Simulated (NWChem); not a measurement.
Molecule: CH$_{5}$F$_{2}$NSi; SMILES C[Si](N)(F)F

```xyz
10

C      0.5063    -1.7246    -0.0706
Si    -0.0669     0.0364     0.0554
N      1.2469     1.1381     0.0956
F     -0.9438     0.2968     1.4083
F     -1.1343     0.3216    -1.1569
H      1.1020    -1.8830    -0.9926
H      1.1338    -2.0001     0.7995
H     -0.3614    -2.4124    -0.1109
H      2.0338     1.0156    -0.5445
H      1.0821     2.1284     0.2902
```
Atoms are numbered in this order, from 1.

Level: PBE-D3(BJ)/def2-SVP (NWChem), optimised geometry, unscaled harmonic frequencies. 

| frequency (cm⁻¹) | IR intensity (km/mol) |
|---|---|
| 112 | 1.1 |
| 140 | 11.9 |
| 192 | 5.9 |
| 236 | 3.5 |
| 286 | 31.9 |
| 326 | 35.7 |
| 333 | 10.1 |
| 380 | 165.9 |
| 657 | 1.8 |
| 717 | 8.8 |
| 755 | 2.3 |
| 781 | 3.4 |
| 865 | 175.7 |
| 925 | 190.5 |
| 943 | 196.9 |
| 1234 | 46.5 |
| 1380 | 4.7 |
| 1381 | 3.1 |
| 1488 | 59.5 |
| 2988 | 0.2 |
| 3084 | 1.6 |
| 3096 | 0.8 |
| 3505 | 30.7 |
| 3601 | 33.7 |

| Item | Value |
|---|---|
| zero-point energy | 42.0 kcal/mol |
| thermal correction to the enthalpy at 298.15 K (with zero-point energy) | 47.3 kcal/mol |
| heat capacity Cv | 25.0 cal/(mol K) |
| entropy at 298.15 K and 1 atm (symmetry number 1) | 82.7 cal/(mol K) |
| dipole moment | 2.66 D |

Rigid rotor and harmonic oscillator.
